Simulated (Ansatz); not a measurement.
A run for Ansatz (a quantum-chemistry and plane-wave program): R-wB97M-V/def2-TZVPPD on C2H11NSi (a complex), monomers drawn apart or pushed together. Files ending in .json are basis or fitting sets from the Basis Set Exchange.

Ansatz 0.2 input:
```yaml
crystal:
  periodic: [false, false, false]
  atoms:
    - {symbol: C, position_ang: [-0.97873454, 0.27068684, 0.08908534]}
    - {symbol: N, position_ang: [0.42796626, 0.15752885, 0.47034665]}
    - {symbol: H, position_ang: [-1.23483001, -0.54924968, -0.58361660]}
    - {symbol: H, position_ang: [-1.12707285, 1.20073525, -0.46169034]}
    - {symbol: H, position_ang: [-1.68813673, 0.25599230, 0.92701826]}
    - {symbol: H, position_ang: [0.59615197, -0.70615524, 0.97161587]}
    - {symbol: H, position_ang: [0.69621165, 0.91703106, 1.08415675]}
    - {symbol: C, position_ang: [1.53386755, -0.20588960, 4.69837732]}
    - {symbol: Si, position_ang: [-0.32730041, -0.07854510, 4.49834272]}
    - {symbol: H, position_ang: [1.80683566, -1.14371728, 5.18568210]}
    - {symbol: H, position_ang: [1.91366434, 0.61393134, 5.31087256]}
    - {symbol: H, position_ang: [2.04240653, -0.16812934, 3.73360864]}
    - {symbol: H, position_ang: [-0.84649130, -1.19590258, 3.67310318]}
    - {symbol: H, position_ang: [-0.70089189, 1.19722755, 3.84121508]}
    - {symbol: H, position_ang: [-0.99115338, -0.13127498, 5.82365037]}
basis:
  gaussian:
    orbitals: def2-TZVPPD.json
hamiltonian:
  xc: {name: wB97M-V}
scf: {lower_state_search: off}
```

**Question.** Give the final energy of this run.

**Answer.** -427.0115 hartree.

**Question.** How many basis functions does it have, and what does it roughly cost on one machine?

**Answer.** 346 functions; roughly 30 core-seconds.
